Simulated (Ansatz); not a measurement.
`[O]=[Nb]([F])([F])[Cl]` and `[O]=[Nb]([F])([F])[F]` differ in one atom or group.

Ansatz, PBE0-D4/def2-TZVP geometries, multiplicity 1. 

Elements past krypton have def2 core potentials.

```tsv
property	`[O]=[Nb]([F])([F])[Cl]`
ideal-gas entropy at 298 K and 1 bar (rigid rotor, harmonic PBE0-D4/def2-TZVP) / J/(mol·K)	342
size of the dipole moment (PBE/def2-TZVPP) / D	1.12
LUMO energy (PBE0/def2-TZVPP) / eV	-2.68
HOMO–LUMO gap (PBE0/def2-TZVPP) / eV	7.26
size of the dipole moment (B3LYP/def2-TZVPP) / D	1.20
HOMO energy (PBE0/def2-TZVPP) / eV	-9.94
```

(1) What does the change do to each property? (Best estimate.)

Answers

(1) The calculation gave: 
```json
{"property": "ideal-gas entropy at 298 K and 1 bar (rigid rotor, harmonic PBE0-D4/def2-TZVP) / J/(mol·K)", "`[O]=[Nb]([F])([F])[F]`": "321", "shift": "-21"}
{"property": "size of the dipole moment (PBE/def2-TZVPP) / D", "`[O]=[Nb]([F])([F])[F]`": "1.23", "shift": "0.11"}
{"property": "LUMO energy (PBE0/def2-TZVPP) / eV", "`[O]=[Nb]([F])([F])[F]`": "-2.22", "shift": "0.46"}
{"property": "HOMO–LUMO gap (PBE0/def2-TZVPP) / eV", "`[O]=[Nb]([F])([F])[F]`": "8.43", "shift": "1.17"}
{"property": "size of the dipole moment (B3LYP/def2-TZVPP) / D", "`[O]=[Nb]([F])([F])[F]`": "1.27", "shift": "0.07"}
{"property": "HOMO energy (PBE0/def2-TZVPP) / eV", "`[O]=[Nb]([F])([F])[F]`": "-10.66", "shift": "-0.72"}
```

With PBE0 the HOMO falls by 0.72 eV and the LUMO rises by 0.46 eV, so the gap widens by about 1.18 eV. PBE moves the HOMO by -0.49 eV and ωB97M-V by -0.87 eV. Dipoles are sizes alone; their direction can turn.

B3LYP here is the variant with VWN-RPA as its local correlation; programs differ in this.
